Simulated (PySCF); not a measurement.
# Fe (iron, neutral) across methods

[Ar] 3d6 4s1 4p1, one real determinant (an excited configuration). Computed with PySCF 2.14 in ANO-RCC-VTZP (6s5p3d2f1g, 59 functions), with the spin-free X2C one-electron Hamiltonian (Gaussian nucleus).

```csv
method,E (hartree),mean ε 3d β (eV),mean ε 4s α (eV),mean ε 4p α (eV),Σ⟨r²⟩ (bohr²),⟨S²⟩
PBE0,-1272.308,-8.610,-7.628,-3.297,43.07,12.001
LDA,-1269.966,-6.592,-6.941,-2.572,43.04,12.001
UHF,-1271.29809,-13.876,-9.860,-5.304,43.70,12.003
PBE,-1272.285,-6.627,-6.747,-2.540,43.22,12.001
LC-wPBE,-1272.346,-11.550,-10.246,-5.552,42.83,12.001
wB97X,-1272.524,-11.192,-9.588,-5.046,43.35,12.001
B97-3,-1272.369,-8.764,-7.475,-3.225,43.29,12.002
```

Problem. Estimate the same row for r2SCAN.

Solution. E (hartree) = -1272.500; mean ε 3d β (eV) = -6.675; mean ε 4s α (eV) = -7.019; mean ε 4p α (eV) = -2.708; Σ⟨r²⟩ (bohr²) = 42.69; ⟨S²⟩ = 12.001.

⟨L²⟩ = 8.02 against 12 for a pure F term, so this real determinant mixes terms.
